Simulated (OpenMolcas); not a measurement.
W5+ among 6 point charges of -1.7 e arranged as a trigonal antiprism (D3d), with a polar angle of 52.0° against the regular 54.74°.

- Program: OpenMolcas 26.06
- Method: SS-CASPT2, IPEA 0.25 Eh, imaginary shift 0.1 Eh (closed shells correlated: 4f 5s 5p)
- Basis: ANO-RCC-VDZP [7s6p4d2f1g]
- Scalar Hamiltonian: DKH2, point nucleus
- Active space: 1 electron in 5 orbitals (5d)
- State averaging: 2S+1 = 2 even, 5 roots
- Spin-orbit coupling: state interaction with AMFI integrals over the reference wave functions

All point charges move together. At R = 1.74 Å the first state of the same spin is 4150 cm-1, and at R = 1.92 Å it is 3360 cm-1.

A third run gives 2820 cm-1. What distance was it run at?

With a power law R^-n the two known points give n = -ln(3360 / 4150) / ln(1.92 / 1.74) = 2.15. Then R = 1.74 × (4150 / 2820)^(1/2.15) = 2.083 Å. The run was at 2.07 Å, so the estimate is off by +0.013 Å.

Roots that are degenerate in the reference are averaged as groups; the widest CASPT2 spread within a group is 57 cm-1 (the 2-fold group of multiplicity 2 near 23700 cm-1 above the lowest state of its run, R = 1.74). Shifts and gaps below about the spread of the groups concerned are not significant. An orbital doublet at a regular site is open to a Jahn-Teller distortion, which this geometry leaves out. Free-ion shares, where given, are those of the reference states; single-state CASPT2 does not remix them. This is an electrostatic model: the charges have no orbitals. No measured value stands beside these numbers.
